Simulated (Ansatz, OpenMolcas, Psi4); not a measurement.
# GaCl (SMILES [Cl][Ga]): the energy, rung by rung

GaCl has 2 atoms, charge 0, and is taken as a singlet. As SMILES, `[Cl][Ga]`. The coordinates come from a PBE0-D4/def2-TZVP relaxation.

```xyz
2

Cl    0.0000    0.0000   -0.0236
Ga    0.0000    0.0000    2.1922
```

Each level gives the energy change with the Cl1–Ga2 bond stretched from 2.216 to 3.988 Å (eV). The values are calculated.

| level | kind | program | value (eV) | CPU time (all runs) |
| --- | --- | --- | --- | --- |
| HF/cc-pVTZ (restricted) | Hartree–Fock | OpenMolcas | 2.95 | 12 s |
| SVWN5/cc-pVTZ (restricted) | LDA | OpenMolcas | 3.15 | 21 s |
| M06-L/cc-pVTZ (restricted) | meta-GGA | OpenMolcas | 2.88 | 36 s |
| TPSS/cc-pVTZ (restricted) | meta-GGA | OpenMolcas | 2.87 | 37 s |
| BHLYP/cc-pVTZ (restricted) | global hybrid | OpenMolcas | 3.04 | 26 s |
| wB97M-V/cc-pVTZ (restricted) | range-separated hybrid | Psi4 | 3.17 | 3.5 min |
| B2PLYP/cc-pVTZ (density fitting for correlation) (restricted) | double hybrid | Psi4 | 3.05 | 2.7 min |
| RPA@PBE0/cc-pVTZ (restricted) | RPA | Ansatz | 3.14 | 12 s |
| MP3/cc-pVTZ (restricted) | perturbation theory | Psi4 | 3.33 | 2.7 min |
| OMP2/cc-pVTZ (density fitting for correlation) (restricted) | perturbation theory | Psi4 | 3.35 | 2.2 min |

All-electron rows without a relativistic Hamiltonian named are non-relativistic. The first shape isn't each level's own minimum. The values span 2.87 to 3.35 eV. In the correlated wave-function rows the outer d shell of Ga is correlated, in sets not made for it. Times are those of the runs behind each value, whatever else they computed, on shared processors of several kinds: orders of magnitude only.
